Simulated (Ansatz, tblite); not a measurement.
Forces on (MgSe)5 ring (Mg₅Se₅) at its PBE-D4/def2-SVP geometry. The state is a singlet with charge 0.

The xTB rows come from tblite.

GFN1-xTB (tblite), largest force 0.66 eV/Å:

```xyz
10
positions Å, forces eV/Å
Mg    0.907    0.863    2.927   -0.028   -0.027   -0.093
Se    2.302    2.667    2.114   -0.344   -0.453   -0.342
Mg    2.080    2.395   -0.282   -0.066   -0.076    0.009
Se    2.036    2.338   -2.701   -0.343   -0.363    0.436
Mg    0.415    0.585   -3.103   -0.013   -0.020    0.098
Se   -1.160   -1.124   -3.778    0.184    0.183    0.610
Mg   -1.878   -1.985   -1.633    0.059    0.063    0.051
Se   -2.770   -3.015    0.369    0.465    0.469   -0.061
Mg   -1.524   -1.857    2.091    0.048    0.059   -0.066
Se   -0.407   -0.866    3.997    0.037    0.165   -0.642
```

GFN2-xTB (tblite), largest force 0.29 eV/Å:

```
Mg 0.014 0.013 0.044
Se -0.148 -0.197 -0.147
Mg 0.029 0.038 -0.004
Se -0.149 -0.157 0.188
Mg 0.010 0.006 -0.047
Se 0.079 0.079 0.264
Mg -0.032 -0.027 -0.024
Se 0.202 0.202 -0.027
Mg -0.021 -0.029 0.032
Se 0.016 0.072 -0.277
```

HF/def2-TZVP (Ansatz), largest force 0.53 eV/Å:

```
Mg 0.119 0.112 0.380
Se -0.286 -0.348 -0.270
Mg 0.268 0.314 -0.036
Se -0.264 -0.294 0.345
Mg 0.057 0.071 -0.404
Se 0.147 0.144 0.483
Mg -0.248 -0.253 -0.213
Se 0.360 0.380 -0.048
Mg -0.196 -0.244 0.271
Se 0.044 0.119 -0.509
```
